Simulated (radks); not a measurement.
Spherical quantum dot in the effective-mass picture: electrons in a hard-walled sphere of radius 4.03, all in effective atomic units (hartree* = m*/eps^2 hartree, bohr* = eps/m* bohr), one dielectric constant everywhere. Calculated with a radial shooting solver with Libxc functionals: non-relativistic Kohn-Sham, LDA (Slater exchange, Perdew-Wang correlation), spin-polarised, spherical densities. Levels are named by radial order and angular momentum (1s, 1p, 1d, 2s, ...), and open shells are averaged over m.

N = 16, configuration 1s2 1p6 1d(up 5, down 3). This is the lowest configuration that the search found. Occupied and some empty levels:

level,occupation,eigenvalue (hartree*),<r> (bohr*)
1s up,1,5.3473,2.643
1s down,1,5.3728,2.636
1p up,3,5.5195,2.769
1p down,3,5.5463,2.766
1d up,5,5.8094,2.871
1d down,3,5.8369,2.870
1f up,0,6.2012,2.955
1f down,0,6.2289,2.955
2s up,0,6.4105,1.823
2s down,0,6.4230,1.822
2p up,0,6.9511,2.118
2p down,0,6.9674,2.115

Energy (hartree*): total 50.4013, kinetic 14.455, external 0, Hartree 41.899, exchange-correlation -5.9529.
